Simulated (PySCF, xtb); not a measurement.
Cd(I)(SeH) (CdHISe), SMILES [SeH][Cd][I]. One conformer was computed; it need not be the lowest.

Harmonic wavenumbers (cm⁻¹) from GFN2-xTB in xtb at its own minimum, in rising order: 34, 140, 165, 221, 476, 2096.

### Question
What does PBE0-D3(BJ)/def2-SVP (PySCF) give at its own minimum? (An estimate is asked for; the answer gives what the named calculation found.)

### Answer
56, 58, 167, 285, 579, 2444. Paired by order, the mean absolute difference is 104 cm⁻¹ and the zero-point energies are 4.5 and 5.1 kcal/mol.
